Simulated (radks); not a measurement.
Spherical jellium clusters: N electrons in a uniform positive sphere of charge N and radius rs N^(1/3), rs = 3.9 bohr. Level of theory: non-relativistic Kohn-Sham, LDA (Slater exchange, Perdew-Wang correlation), spin-polarised, spherical densities (a radial shooting solver with Libxc functionals). Levels are named by radial order and angular momentum (1s, 1p, 1d, 2s, ...), and open shells are averaged over m. Each electron was tried in the lowest free levels, single moves between levels near the top were tried too, and the lowest total energy was kept; such a search can miss a lower state. Energies include the self-energy of the background; IP and EA are vertical (highest electron removed, lowest free level filled), at fixed background; spill-out counts the electrons outside the background radius R, and alpha is the static dipole polarisability from linear response (closed shells only). A dash means not computed or, for alpha, an open shell; in EA it means that no bound solution was reached, which is typical of self-interaction and does not show that the anion is unstable. Real open-shell clusters deform, which this model forbids.

N        open shells  2S  E/N (eV)  E(N+1) + E(N-1) - 2E(N) (eV)  EA (eV)  -e(HOMO) (eV)  spill-out (e)
1   1s(up 1, down 0)   1    -1.209                             -        -          3.056           0.39
2               none   0    -1.673                         1.145        -          3.259           0.56
3   1p(up 1, down 0)   1    -1.446                        -0.658        -          2.153           0.87
4   1p(up 2, down 0)   2    -1.497                        -0.469        -          2.689           1.05
5   1p(up 3, down 0)   3    -1.621                         0.302        -          3.036           1.17
6   1p(up 3, down 1)   2    -1.654                        -0.380        -          2.764           1.31
7   1p(up 3, down 2)   1    -1.732                        -0.276    1.639          3.069           1.43
8               none   0    -1.824                         1.251        -          3.287           1.53
9   1d(up 1, down 0)   1    -1.757                        -0.274        -          2.112           1.71
10  1d(up 2, down 0)   2    -1.731                        -0.235        -          2.379           1.85
11  1d(up 3, down 0)   3    -1.731                        -0.202    1.335          2.595           1.97
12  1d(up 4, down 0)   4    -1.748                        -0.174    1.523          2.773           2.07
13  1d(up 5, down 0)   5    -1.776                         0.343    1.214          2.923           2.17
14  1d(up 5, down 1)   4    -1.775                        -0.184    1.422          2.603           2.28
15  1d(up 5, down 2)   3    -1.787                        -0.159    1.598          2.772           2.37
16  1d(up 5, down 3)   2    -1.807                        -0.138    1.750          2.914           2.46
17  1d(up 5, down 4)   1    -1.832                        -0.121    1.882          3.036           2.55
18              none   0    -1.862                         0.220    1.709          3.142           2.62
19  2s(up 1, down 0)   1    -1.877                         0.204    1.573          2.923           2.79
20              none   0    -1.880                         0.452    1.138          2.761           2.99
21  1f(up 1, down 0)   1    -1.862                        -0.129    1.279          2.343           3.09
22  1f(up 2, down 0)   2    -1.850                        -0.118    1.405          2.463           3.18
23  1f(up 3, down 0)   3    -1.845                        -0.108    1.520          2.570           3.26
24  1f(up 4, down 0)   4    -1.845                        -0.100    1.624          2.668           3.33
25  1f(up 5, down 0)   5    -1.849                        -0.092    1.719          2.756           3.40
26  1f(up 6, down 0)   6    -1.857                        -0.085    1.807          2.836           3.46
27  1f(up 7, down 0)   7    -1.866                         0.302    1.516          2.910           3.53
28  1f(up 7, down 1)   6    -1.865                        -0.095    1.620          2.616           3.60
29  1f(up 7, down 2)   5    -1.866                        -0.088    1.715          2.705           3.67
30  1f(up 7, down 3)   4    -1.871                        -0.081    1.803          2.787           3.74
31  1f(up 7, down 4)   3    -1.878                        -0.075    1.883          2.861           3.81
32  1f(up 7, down 5)   2    -1.886                        -0.070    1.958          2.930           3.87
33  1f(up 7, down 6)   1    -1.897                        -0.065    2.027          2.993           3.94
34              none   0    -1.908                         0.373    1.687          3.052           4.00
35  2p(up 1, down 0)   1    -1.909                        -0.042    1.759          2.691           4.16
36  2p(up 2, down 0)   2    -1.910                        -0.033    1.822          2.748           4.31
37  2p(up 3, down 0)   3    -1.912                         0.218    1.643          2.797           4.47
38  2p(up 3, down 1)   2    -1.909                        -0.044    1.723          2.616           4.65
39  2p(up 3, down 2)   1    -1.907                        -0.037    1.793          2.681           4.83
40              none   0    -1.905                         0.123    1.665          2.739           5.01
41  1g(up 1, down 0)   1    -1.901                        -0.067    1.726          2.623           5.05
42  1g(up 2, down 0)   2    -1.899                        -0.063    1.784          2.677           5.10
43  1g(up 3, down 0)   3    -1.898                             -    1.839          2.727           5.14

All shells are closed at N = 2, 8, 18, 20, 34, 40 (there: 1s2 1p6 1d10 2s2 1f14 2p6); the second difference of the energy has clear peaks (12 % above both neighbours; the first and last values, which can be the largest, are not judged, and half-filled shells can peak too) at N = 5, 8, 13, 20, 27, 34, 37, 40.
